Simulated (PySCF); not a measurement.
AlH2, SMILES [AlH2+], charge +1. The structure is a stationary point at PBE-D3(BJ)/def2-TZVPD. The multiplicity is an assumed one; other spin states were not compared. The isomer is the one that the SMILES or the coordinates give; other isomers of the formula were not compared.

Computed equilibrium geometry at PBE-D3(BJ)/def2-TZVPD (PySCF confirms it by a frequency run) as a Z-matrix, and its point group:
point group D∞h.
```
Al
H 1 1.5664
H 1 1.5664 2 180.00
```
Charge +1, spin multiplicity 1.
